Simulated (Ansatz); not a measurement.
Reaction (formal exchange of groups at the Si–Si bond): `O[SiH2][SiH2]P` + `C=C=CO` → `C=C=C(O)[SiH2]O` + `[SiH3]P`

Calculated with Ansatz (gas phase, PBE0-D4/def2-TZVP geometries, no zero-point term in ΔE). CCSD(T)/CBS adds triple-zeta CCSD(T) − MP2 to the extrapolated MP2 energy (def2 sets, frozen cores). This one scheme is used for every species. Functionals use def2-TZVPP. One conformer a species, not always the lowest.

CCSD(T)/CBS gives -13.9 kJ/mol.

Q: Another level gave -10.7 kJ/mol. Which?
A. ωB97M-V/def2-TZVPP
B. PBE0/def2-TZVPP
C. SCS-MP2/def2-TZVPP
D. r2SCAN-D4/def2-TZVPP

A: D. r2SCAN-D4 -10.7, ωB97M-V -17.5, PBE0 -4.3, SCS-MP2/def2-TZVPP -22.1 kJ/mol.

Largest T1 diagnostic among the species: 0.013.
